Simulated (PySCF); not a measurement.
Si(NHSiH3)(Cl)3 (Cl₃H₄NSi₂), SMILES [SiH3]N[Si](Cl)(Cl)Cl. Atoms are numbered in the order given.

```xyz
10

Si    -2.5540     0.0986     0.9770
N     -1.0448     0.8595     0.5048
Si     0.3483     0.1066    -0.1180
Cl     1.1075    -1.2868     1.1789
Cl     1.7554     1.5561    -0.4518
Cl    -0.0347    -0.8794    -1.8732
H     -2.3904    -1.3578     0.7140
H     -3.6929     0.6404     0.1788
H     -2.8366     0.3305     2.4242
H     -0.9670     1.8683     0.6069
```

Coordinates come from a PBE0-D3(BJ)/def2-SVP optimisation. The values are those of a single conformer.

All values below come from HF/pcSseg-1 in PySCF.

GIAO shieldings, no solvent; atoms listed in one row are averaged. δ = σ(ref) − σ: ²⁹Si against TMS (σ = 393.8 ppm); ¹⁵N against NH3 (σ = 267.3 ppm); ³⁵Cl against HCl (σ = 958.2 ppm); ¹H against TMS (σ = 31.99 ppm), references at their B3LYP-D3(BJ)/def2-TZVP geometries, non-relativistic (without spin–orbit terms, shifts of atoms bonded to Cl or Br come out too high).

Computed chemical shifts:
```csv
nucleus,atoms,count,δ (ppm)
²⁹Si,Si3,1,-3.2
²⁹Si,Si1,1,-53.3
¹⁵N,N2,1,32.5
³⁵Cl,Cl6,1,91.9
³⁵Cl,Cl4,1,91.7
³⁵Cl,Cl5,1,68.6
¹H,"H7, H8, H9",3,4.55
¹H,H10,1,1.26
```
